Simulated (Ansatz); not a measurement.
Start from `B[SiH2][SiH2]Cl` and change one atom or group to get `B[SiH2][SiH](C)Cl`.

Ansatz, PBE0-D4/def2-TZVP geometries, multiplicity 1. Each molecule was computed in one conformer, which needn't be the lowest.

| property | `B[SiH2][SiH2]Cl` |
| --- | --- |
| HOMO–LUMO gap (PBE0/def2-TZVPP) / eV | 6.32 |
| LUMO energy (PBE/def2-TZVPP) / eV | -2.21 |
| HOMO energy (B3LYP/def2-TZVPP) / eV | -7.45 |
| size of the dipole moment (PBE/def2-TZVPP) / D | 1.71 |
| HOMO energy (PBE/def2-TZVPP) / eV | -6.54 |
| LUMO energy (B3LYP/def2-TZVPP) / eV | -1.47 |

(1) Give the same properties after the change, and the shifts. (Estimate.)

## Answers

(1) The calculation gave: 
| property | `B[SiH2][SiH](C)Cl` | shift |
| --- | --- | --- |
| HOMO–LUMO gap (PBE0/def2-TZVPP) / eV | 6.42 | 0.10 |
| LUMO energy (PBE/def2-TZVPP) / eV | -1.86 | 0.35 |
| HOMO energy (B3LYP/def2-TZVPP) / eV | -7.20 | 0.25 |
| size of the dipole moment (PBE/def2-TZVPP) / D | 2.60 | 0.89 |
| HOMO energy (PBE/def2-TZVPP) / eV | -6.28 | 0.26 |
| LUMO energy (B3LYP/def2-TZVPP) / eV | -1.12 | 0.35 |

With PBE0 the HOMO rises by 0.26 eV and the LUMO rises by 0.35 eV, so the gap widens by about 0.09 eV. PBE moves the HOMO by 0.26 eV and ωB97M-V by 0.25 eV. Dipoles are sizes alone; their direction can turn.

B3LYP here is the variant with VWN-RPA as its local correlation; programs differ in this.
